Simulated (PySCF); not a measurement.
An excited-state job on `C=[CH][GeH2][GeH2][O][SiH3]`.

Computed with TDDFT CAM-B3LYP/def2-SVPD, vertical, gas phase, core orbitals frozen in the response (PySCF 2.14.0, density-fitted response routines). Geometry: GFN2-xTB. The input is one job of a driver script: a line of settings, then coordinates in Å.

Input:
```
{"job": {"kind": "uv", "xc": "CAM-B3LYP", "basis": "def2-SVPD", "nstates": 8, "ntriplets": 3}, "charge": 0, "multiplicity": 1}
C     -2.056147    -0.791504    -0.264461
C     -2.142074     0.379154     0.346558
Ge    -0.674502     1.672561     0.370116
Ge     1.168000     1.005801    -1.010413
O      2.060417    -0.296564    -0.238531
Si     1.821308    -1.590084     0.708226
H     -2.865630    -1.506669    -0.276459
H     -1.154591    -1.087200    -0.784205
H     -3.057408     0.648444     0.860110
H     -1.226523     3.014019    -0.063148
H     -0.261882     1.926694     1.804662
H      2.282278     2.002935    -1.252008
H      0.804561     0.436287    -2.377565
H      3.098811    -1.741287     1.395134
H      1.484098    -2.728678    -0.151253
H      0.711685    -1.334965     1.639921
```

Problem. Give the output.

Solution. 
```
coarse grid: 61504 points
cycle   1  E = -4600.2615717467  dE = -7.589e-01  |g| = 9.602e-01  |ddm| = 5.543e+00
cycle   2  E = -4600.0746106099  dE =  1.870e-01  |g| = 1.396e+00  |ddm| = 2.723e+00
cycle   3  E = -4600.4142434922  dE = -3.396e-01  |g| = 1.461e-01  |ddm| = 1.601e+00
cycle   4  E = -4600.4176489475  dE = -3.405e-03  |g| = 5.035e-02  |ddm| = 2.765e-01
cycle   5  E = -4600.4179986250  dE = -3.497e-04  |g| = 4.981e-03  |ddm| = 7.327e-02
cycle   6  E = -4600.4180052751  dE = -6.650e-06  |g| = 2.124e-03  |ddm| = 1.515e-02
final grid: 125352 points
cycle   7  E = -4600.4180128400  dE =  2.632e-07  |g| = 2.550e-03  |ddm| = 1.101e-02
cycle   8  E = -4600.4180117925  dE =  1.048e-06  |g| = 3.266e-03  |ddm| = 7.484e-03
cycle   9  E = -4600.4180143853  dE = -2.593e-06  |g| = 1.612e-04  |ddm| = 4.127e-03
cycle  10  E = -4600.4180143904  dE = -5.116e-09  |g| = 2.430e-05  |ddm| = 2.250e-04
cycle  11  E = -4600.4180143906  dE = -1.955e-10  |g| = 1.561e-05  |ddm| = 1.042e-04
converged SCF energy = -4600.4180143906

Static polarisability (au): isotropic 113.018, principal 99.274 117.787 121.993

Singlet excitations
state   eV       nm        f      main configurations
  1   6.3688    194.7   0.01158   H->L 0.90
  2   6.6913    185.3   0.00011   H->L+1 0.35, H-3->L+1 0.34, H-2->L 0.20
  3   6.7486    183.7   0.00831   H-2->L 0.66, H->L+1 0.09
  4   7.1077    174.4   0.01032   H-1->L 0.67, H-1->L+4 0.12
  5   7.1904    172.4   0.17504   H-1->L+1 0.62, H->L+2 0.23
  6   7.3367    169.0   0.08814   H->L+4 0.49, H->L+2 0.14, H->L+3 0.10
  7   7.4380    166.7   0.01080   H->L+1 0.38, H-3->L+1 0.27
  8   7.4797    165.8   0.01027   H-1->L+2 0.23, H->L+3 0.15, H-4->L 0.10

Triplet excitations (Tamm-Dancoff, eV): 4.4007 5.8635 6.2321
```

The SCF starts on a coarse grid where the log names one; the energy can jump when the final grid takes over, and dE then counts from the start density on the new grid. H and L stand for HOMO and LUMO; the number after each pair is its weight.

Problem. How does the lowest singlet excitation compare with the HOMO–LUMO gap?

Solution. HOMO -9.24 eV and LUMO 0.40 eV give a gap of 9.64 eV; S1 at 6.37 eV lies 3.27 eV below it.

Problem. Which computed singlet has the largest oscillator strength, and what do all of them sum to?

Solution. State 5 at 7.19 eV (172 nm), f = 0.175; the 8 states sum to 0.315.

In short: HOMO -9.24 eV, LUMO 0.40 eV; lowest singlet 6.37 eV; lowest triplet 4.40 eV (Tamm–Dancoff); mean polarisability 113.0 au.

 Relativistic effects, spin–orbit coupling among them, are left out although an element past zinc is present.

Problem. Estimate the wall time. Hardware: x86-64 server, one thread, shared host.

Solution. About 64 s.

One conformer stands for the species.
Labels such as C1 count atoms from 1, the log's own numbers from 0.
